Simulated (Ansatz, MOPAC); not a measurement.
Molecule: SnS (charge 0, singlet). SMILES: [S]=[Sn]
Geometry: optimised at B3LYP-D3(BJ)/def2-TZVP (Ansatz, an electronic-structure program).

Wanted: vertical electron affinity to the doublet, in eV. Set-up: STO-3G and 3-21G all-electron and non-relativistic; UHF or UKS for open shells; spin-orbit terms left out; each state is the SCF solution reached for its charge and spin; def2 sets with scalar-relativistic core potentials past Kr. First-principles rows: single points at B3LYP-D3(BJ) geometries (Ansatz). Semi-empirical rows: differences of heats of formation at the shared geometry for vertical values.

```json
[
 {"species": "charge -1, doublet", "coefficient": "-1", "E at B3LYP/STO-3G (Ansatz), Eh": "-6358.92276", "E at wB97X-V/def2-TZVPD (Ansatz), Eh": "-612.48832", "heat of formation at MNDO (MOPAC), kcal/mol": "11.96"},
 {"species": "charge 0, singlet", "coefficient": "+1", "E at B3LYP/STO-3G (Ansatz), Eh": "-6359.09138", "E at wB97X-V/def2-TZVPD (Ansatz), Eh": "-612.45908", "heat of formation at MNDO (MOPAC), kcal/mol": "40.79"}
]
```

 1 Eh = 27.2114 eV and 1 eV = 23.0605 kcal/mol.

**Question.** Compute it at each level from the table.

**Answer.** 
- B3LYP/STO-3G: the sum of coefficient times E is -0.16862 Eh, or -4.588 eV. Result: -4.59 eV.
- wB97X-V/def2-TZVPD: the sum of coefficient times E is 0.02924 Eh, or 0.796 eV. Result: 0.80 eV.
- MNDO: the sum of coefficient times heat of formation is 28.83 kcal/mol, or 1.25 eV.
